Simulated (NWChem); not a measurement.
The numbers come from NWChem runs, not from measurements. System: fluoroethane (C₂H₅F), charge 0, spin multiplicity 1, at a geometry optimised with PBE0/def2-SVP. Level: CIS/6-31+G* (spherical d).

Output (cleaned and shortened):

```
             Northwest Computational Chemistry Package (NWChem) 7.3.0
             --------------------------------------------------------

                                NWChem Input Module
                                -------------------

 Scaling coordinates for geometry "geometry" by  1.889725989
 (inverse scale =  0.529177249)

 Turning off AUTOSYM since
 SYMMETRY directive was detected!

                             Geometry "geometry" -> ""
                             -------------------------

 Output coordinates in angstroms (scale by  1.889725989 to convert to a.u.)

  No.       Tag          Charge          X              Y              Z
 ---- ---------------- ---------- -------------- -------------- --------------
    1 C                    6.0000    -1.17710000     0.26680900     0.00000000
    2 C                    6.0000     0.31876800     0.44777400     0.00000000
    3 F                    9.0000     0.94822200    -0.77385300     0.00000000
    4 H                    1.0000    -1.68349300     1.24402900     0.00000000
    5 H                    1.0000    -1.50166900    -0.29065500    -0.89119900
    6 H                    1.0000    -1.50166900    -0.29065500     0.89119900
    7 H                    1.0000     0.65141200     1.00722900     0.89223900
    8 H                    1.0000     0.65141200     1.00722900    -0.89223900

 Effective nuclear repulsion energy (a.u.)      79.3992749377

            Nuclear Dipole moment (a.u.)
            ----------------------------
        X                 Y               Z
 ---------------- ---------------- ----------------
    -0.0000018897    -0.0000037795     0.0000000000

      Symmetry information
      --------------------

 Group name             Cs
 Group number              2
 Group order               2
 No. of unique centers     6

      Symmetry unique atoms

     1    2    3    4    5    7


 Summary of "ao basis" -> "" (spherical)
 ------------------------------------------------------------------------------
       Tag                 Description            Shells   Functions and Types
 ---------------- ------------------------------  ------  ---------------------
 *                          6-31+g*                   on all atoms

  xc_inp: hfexch multiplicative factor not found.

                                 NWChem DFT Module
                                 -----------------

 Summary of "ao basis" -> "ao basis" (spherical)
 ------------------------------------------------------------------------------
       Tag                 Description            Shells   Functions and Types
 ---------------- ------------------------------  ------  ---------------------
 C                          6-31+g*                  8       18   4s3p1d
 F                          6-31+g*                  8       18   4s3p1d
 H                          6-31+g*                  2        2   2s

 Summary of "ao basis" -> "ao basis" (spherical)
 ------------------------------------------------------------------------------
       Tag                 Description            Shells   Functions and Types
 ---------------- ------------------------------  ------  ---------------------
 C                          6-31+g*                  8       18   4s3p1d
 F                          6-31+g*                  8       18   4s3p1d
 H                          6-31+g*                  2        2   2s

      Symmetry analysis of basis
      --------------------------

        a'         45
        a"         19

            General Information
            -------------------
          SCF calculation type: DFT
          Wavefunction type:  closed shell.
          No. of atoms     :     8
          No. of electrons :    26
           Alpha electrons :    13
            Beta electrons :    13
          Charge           :     0
          Spin multiplicity:     1
          Use of symmetry is: off; symmetry adaption is: on
          Maximum number of iterations: 100
          AO basis - number of functions:    64
                     number of shells:    34
          Convergence on energy requested:  1.00D-06
          Convergence on density requested:  1.00D-05
          Convergence on gradient requested:  5.00D-04
[...]
     Transition Moments    X  0.39586   Y  0.63748   Z  0.00000
     Transition Moments   XX -0.89434  XY -0.82888  XZ -0.00000
     Transition Moments   YY  0.85082  YZ -0.00000  ZZ -0.41001
     Dipole Oscillator Strength                    0.1569135659
     Electric Quadrupole                           0.0000005829
     Magnetic Dipole                               0.0000015133
     Total Oscillator Strength                     0.1569156621

          sigma_e =   3.0196 Angstrom
          sigma_h =   1.5424 Angstrom
         |d_h->e| =   0.5219 Angstrom
            d_exc =   3.1770 Angstrom
            d_CD1 =   1.9991 Angstrom
            d_CD2 =  -1.7591 Angstrom
            d_CD3 =   3.6989 Angstrom
     Pearson C.C. =   0.1800

     Occ.    9  a'  ---  Virt.   14  a'       0.07297
     Occ.   10  a"  ---  Virt.   19  a"      -0.12435
     Occ.   11  a'  ---  Virt.   14  a'      -0.37822
     Occ.   11  a'  ---  Virt.   15  a'       0.11337
     Occ.   11  a'  ---  Virt.   20  a'      -0.07775
     Occ.   11  a'  ---  Virt.   21  a'      -0.08438
     Occ.   11  a'  ---  Virt.   29  a'       0.05431
     Occ.   12  a'  ---  Virt.   14  a'      -0.32773
     Occ.   12  a'  ---  Virt.   15  a'       0.13234
     Occ.   12  a'  ---  Virt.   17  a'       0.12260
     Occ.   12  a'  ---  Virt.   18  a'       0.07335
     Occ.   12  a'  ---  Virt.   20  a'      -0.09776
     Occ.   12  a'  ---  Virt.   21  a'      -0.05783
     Occ.   12  a'  ---  Virt.   27  a'      -0.05510
     Occ.   12  a'  ---  Virt.   29  a'       0.05685
     Occ.   13  a"  ---  Virt.   16  a"      -0.77502
     Occ.   13  a"  ---  Virt.   23  a"       0.07582
     Occ.   13  a"  ---  Virt.   25  a"      -0.07199
  ----------------------------------------------------------------------------
  Root   6 singlet a'             0.424762921 a.u.               11.5584 eV
  ----------------------------------------------------------------------------
     Transition Moments    X -0.19905   Y -0.19417   Z  0.00000
     Transition Moments   XX  0.23740  XY -1.16784  XZ -0.00000
     Transition Moments   YY -0.44678  YZ -0.00000  ZZ -0.58734
     Dipole Oscillator Strength                    0.0218955945
     Electric Quadrupole                           0.0000006360
     Magnetic Dipole                               0.0000035363
     Total Oscillator Strength                     0.0218997669

          sigma_e =   2.8057 Angstrom
          sigma_h =   1.4741 Angstrom
         |d_h->e| =   0.5425 Angstrom
            d_exc =   3.0246 Angstrom
            d_CD1 =   1.8740 Angstrom
            d_CD2 =  -1.5974 Angstrom
            d_CD3 =   3.5671 Angstrom
     Pearson C.C. =   0.1439

     Occ.    9  a'  ---  Virt.   17  a'       0.07648
     Occ.    9  a'  ---  Virt.   22  a'      -0.05298
     Occ.    9  a'  ---  Virt.   27  a'      -0.05536
     Occ.   11  a'  ---  Virt.   14  a'      -0.28872
     Occ.   11  a'  ---  Virt.   15  a'       0.06328
     Occ.   11  a'  ---  Virt.   20  a'      -0.05579
     Occ.   12  a'  ---  Virt.   14  a'      -0.17529
     Occ.   12  a'  ---  Virt.   17  a'       0.68740
     Occ.   12  a'  ---  Virt.   18  a'       0.24927
     Occ.   12  a'  ---  Virt.   20  a'      -0.11630
     Occ.   12  a'  ---  Virt.   21  a'      -0.05955
     Occ.   12  a'  ---  Virt.   22  a'      -0.14755
     Occ.   12  a'  ---  Virt.   24  a'      -0.14961
     Occ.   12  a'  ---  Virt.   26  a'       0.20907
     Occ.   12  a'  ---  Virt.   27  a'      -0.11414
     Occ.   12  a'  ---  Virt.   31  a'      -0.08514
     Occ.   13  a"  ---  Virt.   16  a"       0.41150
     Occ.   13  a"  ---  Virt.   19  a"      -0.05468
  ----------------------------------------------------------------------------
  Root   7 singlet a'             0.427199287 a.u.               11.6247 eV
  ----------------------------------------------------------------------------
     Transition Moments    X  0.38510   Y -0.54404   Z -0.00000
     Transition Moments   XX -1.36763  XY  2.58014  XZ  0.00000
     Transition Moments   YY -1.58308  YZ -0.00000  ZZ  0.77469
     Dipole Oscillator Strength                    0.1265332193
     Electric Quadrupole                           0.0000034693
     Magnetic Dipole                               0.0000004942
     Total Oscillator Strength                     0.1265371827

          sigma_e =   2.7390 Angstrom
          sigma_h =   1.4371 Angstrom
         |d_h->e| =   0.7905 Angstrom
            d_exc =   2.9463 Angstrom
            d_CD1 =   2.0924 Angstrom
            d_CD2 =  -1.2976 Angstrom
            d_CD3 =   3.7368 Angstrom
     Pearson C.C. =   0.1921

     Occ.    8  a'  ---  Virt.   14  a'       0.08518
     Occ.    9  a'  ---  Virt.   14  a'       0.05670
     Occ.   10  a"  ---  Virt.   16  a"       0.09600
     Occ.   11  a'  ---  Virt.   14  a'       0.73210
     Occ.   11  a'  ---  Virt.   15  a'      -0.20938
     Occ.   11  a'  ---  Virt.   17  a'      -0.11001
     Occ.   11  a'  ---  Virt.   18  a'       0.06137
     Occ.   11  a'  ---  Virt.   20  a'       0.15620
     Occ.   11  a'  ---  Virt.   21  a'       0.14926
     Occ.   11  a'  ---  Virt.   24  a'      -0.05662
     Occ.   11  a'  ---  Virt.   26  a'      -0.05746
     Occ.   11  a'  ---  Virt.   29  a'      -0.10079
     Occ.   12  a'  ---  Virt.   14  a'      -0.26732
     Occ.   12  a'  ---  Virt.   15  a'       0.08016
     Occ.   12  a'  ---  Virt.   17  a'       0.33997
     Occ.   12  a'  ---  Virt.   20  a'      -0.10697
     Occ.   12  a'  ---  Virt.   21  a'      -0.05012
     Occ.   12  a'  ---  Virt.   24  a'      -0.05394
     Occ.   12  a'  ---  Virt.   26  a'       0.07212
     Occ.   12  a'  ---  Virt.   27  a'      -0.08511
     Occ.   13  a"  ---  Virt.   16  a"      -0.21841
     Occ.   13  a"  ---  Virt.   19  a"       0.14604
     Occ.   13  a"  ---  Virt.   25  a"      -0.05552
  ----------------------------------------------------------------------------
  Root   8 singlet a'             0.433860737 a.u.               11.8060 eV
  ----------------------------------------------------------------------------
     Transition Moments    X  0.64881   Y  0.27948   Z -0.00000
     Transition Moments   XX -1.63003  XY  0.33235  XZ  0.00000
     Transition Moments   YY  0.29170  YZ -0.00000  ZZ -0.41110
     Dipole Oscillator Strength                    0.1443476636
     Electric Quadrupole                           0.0000004592
     Magnetic Dipole                               0.0000001610
     Total Oscillator Strength                     0.1443482839

          sigma_e =   3.2926 Angstrom
          sigma_h =   1.4273 Angstrom
         |d_h->e| =   0.6843 Angstrom
            d_exc =   3.5266 Angstrom
            d_CD1 =   2.5496 Angstrom
            d_CD2 =  -1.6756 Angstrom
            d_CD3 =   4.2109 Angstrom
     Pearson C.C. =   0.0968

     Occ.    9  a'  ---  Virt.   14  a'       0.08477
     Occ.   11  a'  ---  Virt.   15  a'       0.07585
     Occ.   12  a'  ---  Virt.   14  a'      -0.28316
     Occ.   12  a'  ---  Virt.   15  a'       0.81151
     Occ.   12  a'  ---  Virt.   17  a'      -0.27893
     Occ.   12  a'  ---  Virt.   20  a'      -0.19713
     Occ.   12  a'  ---  Virt.   21  a'      -0.15441
     Occ.   12  a'  ---  Virt.   29  a'       0.05252
     Occ.   12  a'  ---  Virt.   30  a'       0.05653
     Occ.   12  a'  ---  Virt.   31  a'       0.09668
     Occ.   13  a"  ---  Virt.   16  a"       0.26793

              Target root =      1
          Target symmetry = none
      Ground state energy =   -178.083453198414
        Excitation energy =      0.379006192227
     Excited state energy =   -177.704447006187

  stored tddft:energy   -177.70444700618651

 Task  times  cpu:       21.8s     wall:       21.8s

 Total times  cpu:       21.9s     wall:       21.9s
```

Question: Write an NWChem input that would produce this output.

Answer: Several could match; the one computed here: 
```
start mol
memory heap 200 mb stack 900 mb global 1100 mb
geometry units angstroms nocenter noautoz
  C     -1.177100     0.266809     0.000000
  C      0.318768     0.447774     0.000000
  F      0.948222    -0.773853     0.000000
  H     -1.683493     1.244029     0.000000
  H     -1.501669    -0.290655    -0.891199
  H     -1.501669    -0.290655     0.891199
  H      0.651412     1.007229     0.892239
  H      0.651412     1.007229    -0.892239
  symmetry group Cs
end
basis spherical
  * library 6-31+g*
end
dft
  xc hfexch
  semidirect memsize 60000000 filesize 0
  iterations 100
end
tddft
  cis
  nroots 8
  notriplet
  thresh 1e-4
end
task tddft energy
```
